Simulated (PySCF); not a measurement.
C₆ coefficients of unlike pairs at PBE0

Calculated with PySCF 2.14 from the dipole response of each species, C₆(A,B) = (3/π) ∫ α_A(iu) α_B(iu) du, in atomic units, from isotropic polarisabilities. For ions this is the dispersion term alone; charge-induced terms of lower order in 1/R come first.

```
species       configuration                                                                                              basis      relativity  α (bohr³)  C₆ (like pair)
    Nb⁺       [Kr] 4d4 (5D)                                                                    aug-cc-pwCVTZ-DK (11s10p8d4f3g)   spin-free X2C      26.17           169.3
   Sn³⁺  [Kr] 4d10 5s1 (2S)                                                          aug-cc-pwCVDZ-PP with ECP28MDF (6s5p4d1f)  core potential      8.938           32.27
   Al²⁺       [Ne] 3s1 (2S)                                                                        aug-cc-pwCVQZ (10s9p7d5f3g)            none      14.17           38.68
   Re²⁺  [Xe] 4f14 5d5 (6S)  aug-cc-pVTZ-PP with one added diffuse shell each of s, p, d, f, g type with ECP60MDF (7s7p6d4f3g)  core potential      11.87           73.14
```

Task: Estimate C₆ for Re²⁺ with Sn³⁺.

Result: The integral gives 48.14. The combination rule 2 C_A C_B / (C_A α_B/α_A + C_B α_A/α_B) gives 48.20 and the geometric mean 48.58.

No spin-orbit coupling is included.

The other pairs:

| pair | C₆ |
| --- | --- |
| Al²⁺, Sn³⁺ | 32.45 |
| Al²⁺, Nb⁺ | 78.77 |
| Re²⁺, Al²⁺ | 47.15 |
| Re²⁺, Nb⁺ | 107.6 |
| Sn³⁺, Nb⁺ | 72.31 |
